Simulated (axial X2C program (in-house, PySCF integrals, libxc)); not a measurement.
# CaIn along the bond: HF, with spin–orbit coupling

Computed with an in-house relativistic program for diatomic molecules. Two-component (2c) means X2C with spin–orbit coupling and atomic mean-field two-electron Coulomb and Gaunt terms. Basis: In dyall-cv3z [11s12p9d4f1g], Ca dyall-cv3z [11s12p6d4f] (cores contracted in-house); Gaussian nuclei, density fitting, unrestricted open shells. Masses: In 114.904 u, Ca 39.963 u.

State: Ω = 1/2 (⟨Sz⟩ = -0.42, ⟨Lz⟩ = 0.92 at HF). Dipoles are positive if Ca is the positive end.

```
R (Å)  μ (D)  HOMO (eV)  LUMO (eV)
2.854  2.017      -5.66      -0.16
2.986  2.277      -5.50      -0.10
3.084  2.454      -5.40      -0.06
3.183  2.591      -5.31      -0.03
3.281  2.659      -5.24       0.00
3.396  2.638      -5.19       0.04
3.511  2.524      -5.15       0.03
3.658  2.255      -5.13       0.04
3.839  1.746      -5.14       0.06
4.101  0.872      -5.18       0.12
```

Task: The minimum lies at 3.440 Å. What is the dipole moment there, and its slope?

Result: At HF, 2c, with the sign and origin stated: μ = 2.61 D, dμ/dR = -0.90 D/Å.

The state is a single determinant with fixed occupations, the lowest that a limited PBE0 search found. PBE0 can misorder states that lie within some tenths of an eV, so this need not be the ground state of the molecule. The nearest other 2c determinant of the search, Ω = 3/2, lies 0.15 eV up at the distance of the search. The determinant is spin-polarised beyond a pure state at some levels (its spin-free form has ⟨S²⟩ too high), which makes Re and μ there less reliable.
